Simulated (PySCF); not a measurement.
Cd(SH)(SiH3) (CdH4SSi), SMILES [SiH3][Cd][SH].

Geometry optimised at PBE0-D3(BJ)/def2-SVP. The def2 effective core potentials stand for the cores of Cd; spin–orbit coupling is left out. Other conformers were not sampled.

Method: TDA-M06-2X/def2-SVPD run with PySCF.

Vertical excitations. Gas-phase values at a fixed geometry.

```csv
state,energy (eV),λ (nm),f,main pairs
S1,4.85,256,0.003,HOMO→LUMO 94 %
S2,5.09,244,0.025,HOMO→LUMO+2 89 %
S3,5.13,242,0.024,HOMO−1→LUMO 94 %
S4,5.37,231,0.006,"HOMO→LUMO+1 76 %, HOMO−1→LUMO+2 16 %"
S5,5.39,230,0.033,HOMO−1→LUMO+1 95 %
S6,6.23,199,1.160,"HOMO−1→LUMO+2 75 %, HOMO→LUMO+1 13 %"
S7,6.27,198,0.013,"HOMO→LUMO+4 49 %, HOMO→LUMO+3 21 %, HOMO→LUMO+9 17 %"
S8,7.01,177,0.023,"HOMO−1→LUMO+3 37 %, HOMO−2→LUMO+2 32 %, HOMO−2→LUMO 14 %"
S9,7.17,173,0.125,"HOMO−2→LUMO 63 %, HOMO−1→LUMO+3 13 %"
S10,7.29,170,0.078,"HOMO−2→LUMO+1 63 %, HOMO−1→LUMO+7 21 %"
T1,4.57,271,0,HOMO−1→LUMO 94 %
T2,4.75,261,0,"HOMO→LUMO+2 41 %, HOMO−1→LUMO+1 26 %, HOMO→LUMO 26 %"
T3,4.79,259,0,HOMO−1→LUMO+2 80 %
T4,4.81,258,0,"HOMO→LUMO 64 %, HOMO−1→LUMO+1 24 %"
```
Triplets are in the Tamm–Dancoff approximation.
